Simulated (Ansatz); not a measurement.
A substitution series on Ge: H to F

On one Ge centre, n of the H ligands are replaced by F. The mean Ge–H bond length y in Å at PBE0-D4/def2-TZVP. The shapes are optimised at that level. Programs: Ansatz 0.2.0.

| molecule | n | y (Å) |
| --- | --- | --- |
| GeH4 | 0 | 1.534 |
| GeH3F | 1 | 1.533 |
| GeH2F2 | 2 | ? |
| GeHF3 | 3 | 1.516 |

Question: Fit y = c + s·n to the known rows and predict GeH2F2.

Answer: 
1. Means of the 3 rows: n = 1.33333, y = 1.5277.
2. Σ(Δn)² = 4.6667, Σ(Δn·Δy) = -0.029667, so the slope is -0.029667/4.6667 = -0.0063572.
3. Intercept: 1.5277 − (-0.0063572) × 1.33333 = 1.5362. The largest residual of the fit is 0.0032.
4. GeH2F2: 1.5362 + (-0.0063572) × 2 = 1.523 Å.

The run gave 1.527 Å, so the prediction is off by -0.004 Å, about the largest residual. The step per swap changes from -0.001 to -0.011 Å along the series, so a line misses the bend. Electronegative ligands draw the centre's p character, so the other bonds gain s character and shorten. Relativity is left out for Ge.
